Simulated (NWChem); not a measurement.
System: Si$_{3}$H$_{6}$, singlet; SMILES [Si]([SiH3])[SiH3]

Here is an NWChem input.

```
start job
memory heap 200 mb stack 900 mb global 1100 mb
geometry units angstroms noautoz
  Si    -0.000001     0.000002     1.304911
  Si    -1.677076     0.136875    -0.380708
  H     -1.934473    -1.327214    -0.625895
  H     -1.279712     0.755928    -1.686823
  H     -2.960430     0.757238     0.074203
  Si     1.677076    -0.136873    -0.380706
  H      1.934473     1.327215    -0.625896
  H      1.279712    -0.755928    -1.686821
  H      2.960429    -0.757236     0.074205
end
basis spherical
  Si library def2-svp
  H library def2-svp
end
dft
  xc b3lyp
  iterations 150
  mulliken
end
task dft energy
```

Output (shortened):

```
             Northwest Computational Chemistry Package (NWChem) 7.3.0
             --------------------------------------------------------

 C2  symmetry detected

                             Geometry "geometry" -> ""
                             -------------------------

 Output coordinates in angstroms (scale by  1.889725989 to convert to a.u.)

  No.       Tag          Charge          X              Y              Z
 ---- ---------------- ---------- -------------- -------------- --------------
    1 Si                  14.0000     0.00000000     0.00000000     1.23966244
    2 Si                  14.0000    -1.68264415     0.00520218    -0.44595556
    3 H                    1.0000    -1.82466858    -1.47454016    -0.69114406
    4 H                    1.0000    -1.33494760     0.65345608    -1.75207056
    5 H                    1.0000    -3.01061244     0.52322408     0.00895544
    6 Si                  14.0000     1.68264415    -0.00520218    -0.44595556
    7 H                    1.0000     1.82466858     1.47454016    -0.69114406
    8 H                    1.0000     1.33494760    -0.65345608    -1.75207056
    9 H                    1.0000     3.01061244    -0.52322408     0.00895544

 Effective nuclear repulsion energy (a.u.)     175.2006556354

      Symmetry information
      --------------------

 Group name             C2
 Group number              4
 Group order               2
 No. of unique centers     5

                                 NWChem DFT Module
                                 -----------------

 Summary of "ao basis" -> "ao basis" (spherical)
 ------------------------------------------------------------------------------
       Tag                 Description            Shells   Functions and Types
 ---------------- ------------------------------  ------  ---------------------
 Si                         def2-svp                 8       18   4s3p1d
 H                          def2-svp                 3        5   2s1p

      Symmetry analysis of basis
      --------------------------

        a          43
        b          41

            General Information
            -------------------
          SCF calculation type: DFT
          Wavefunction type:  closed shell.
          No. of atoms     :     9
          No. of electrons :    48
           Alpha electrons :    24
            Beta electrons :    24
          Charge           :     0
          Spin multiplicity:     1
          Use of symmetry is: on ; symmetry adaption is: on
          Maximum number of iterations: 150
          AO basis - number of functions:    84
                     number of shells:    42
          Convergence on energy requested:  1.00D-06
          Convergence on density requested:  1.00D-05
          Convergence on gradient requested:  5.00D-04

              XC Information
              --------------
                         B3LYP Method XC Potential
                     Hartree-Fock (Exact) Exchange  0.200
                        Slater Exchange Functional  0.800 local
                    Becke 1988 Exchange Functional  0.720 non-local
              Lee-Yang-Parr Correlation Functional  0.810
                  VWN I RPA Correlation Functional  0.190 local

             Grid Information
             ----------------
          Grid used for XC integration:  medium
          Radial quadrature: Mura-Knowles
          Angular quadrature: Lebedev.
          Tag              B.-S. Rad. Rad. Pts. Rad. Cut. Ang. Pts.
          ---              ---------- --------- --------- ---------
          Si                  1.10       88          12.0       590
          H                   0.35       45          14.0       434
          Grid pruning is: on
          Number of quadrature shells:   311
          Spatial weights used:  Erf1

      Superposition of Atomic Density Guess
      -------------------------------------

 Sum of atomic energies:        -869.21130706

      Non-variational initial energy
      ------------------------------

 Total energy =    -869.890955
 1-e energy   =   -1553.597618
 2-e energy   =     508.506008
 HOMO         =      -0.207644
 LUMO         =      -0.097713

      Symmetry analysis of molecular orbitals - initial
      -------------------------------------------------

  Numbering of irreducible representations:

     1 a           2 b

  Orbital symmetries:

     1 b           2 a           3 a           4 a           5 b
     6 a           7 a           8 b           9 a          10 b
    11 a          12 b          13 b          14 a          15 b
    16 a          17 b          18 a          19 a          20 b
    21 a          22 b          23 b          24 a          25 b
    26 b          27 a          28 a          29 a          30 b
    31 a          32 b          33 b          34 a

     ---------------------------------------------
      Total Density - Mulliken Population Analysis
     ---------------------------------------------

    Atom       Charge   Shell Charges
 -----------   ------   -------------------------------------------------------
    1 Si  14    13.71   2.00  1.99  1.25  0.63  5.93  0.81  1.05  0.05
    2 Si  14    13.97   2.00  1.99  1.04  0.32  5.94  1.17  1.41  0.10
    3 H    1     1.04   0.68  0.36  0.01
    4 H    1     1.06   0.69  0.36  0.01
    5 H    1     1.07   0.70  0.36  0.01
    6 Si  14    13.97   2.00  1.99  1.04  0.32  5.94  1.17  1.41  0.10
    7 H    1     1.04   0.68  0.36  0.01
    8 H    1     1.06   0.69  0.36  0.01
    9 H    1     1.07   0.70  0.36  0.01

[...]
```

Level: B3LYP/def2-SVP. Low-valent species are run as closed-shell singlets; no triplet was tried in these runs. All runs use the structure optimised with PBE0/def2-SVP. B3LYP is NWChem's, with the RPA form of VWN correlation.
